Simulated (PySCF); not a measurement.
Work out the structure from these simulated measurements.

Formula: C3H5FO3S.

* NMR, other nuclei: isotropic shieldings of nuclei other than C and H, by class: 86 (1 O), 102 (1 O), 140 (1 O), 405 (1 F), 190 (1 S) ppm [GIAO PBE0/pcSseg-1]
* Rotational structure: rotational constants A, B, C: 3.520, 1.197, 1.120 GHz [GFN2-xTB]
* Dipole: 3.49 D [PBE0/pcSseg-1]
* 1H NMR: chemical shifts (computed TMS as zero) by class: 5.01 (1 H), 4.10 (1 H), 2.94 (1 H), 1.54 (1 H), 1.34 (1 H) ppm [GIAO PBE0/pcSseg-1]
* 13C NMR: chemical shifts (computed TMS as zero) by class: 73.0 (1 C), 43.1 (1 C), 14.6 (1 C) ppm [GIAO PBE0/pcSseg-1]

Gas-phase values; electronic properties from PySCF, density fitting. Levels stand in brackets. Geometry: GFN2-xTB, one conformer, isolated molecule. NMR values are class means; diastereotopic atoms form classes of their own.

Task: Give a SMILES that accounts for the data.

Result: Numbering: `[O:1]=[S:2](=[O:3])([OH:4])[C@@H:5]1[CH2:6][C@H:7]1[F:8]`. 3 carbons fall into 3 classes; from least to most shielded: sp3 C–F carbon [C7] (73.0 ppm), ring sp3 carbon bound to sulfur [C5] (43.1 ppm), three-membered-ring carbon [C6] (14.6 ppm). Hydrogen classes from least to most shielded: 1 H on an sp3 C–F carbon, C7 (5.01 ppm), 1 H on a hydroxyl oxygen, O4 (4.10 ppm), 1 H on an sp3 carbon bound to sulfur, C5 (2.94 ppm), 1 H on a three-membered-ring carbon, C6 (1.54 ppm), 1 H on a three-membered-ring carbon, C6 (1.34 ppm). The other shieldings belong to: 86 ppm, sulfonyl oxygen [O3]; 102 ppm, sulfonyl oxygen [O1]; 140 ppm, hydroxyl oxygen [O4]; 405 ppm, alkyl fluorine [F8]; 190 ppm, sulfonyl sulfur [S2]. The optimised geometry has point group C1 and is an asymmetric top. Structure: `O=S(=O)(O)[C@@H]1C[C@H]1F`. The assignments are read from this structure; whether some other isomer fits the data as well wasn't checked. The mirror image fits equally.

Shape of the structure used: `[O:1]=[S:2](=[O:3])([OH:4])[C@@H:5]1[CH2:6][C@H:7]1[F:8]`: O1–S2–C5–C6 -79°, H–O4–S2–O1 -16°.
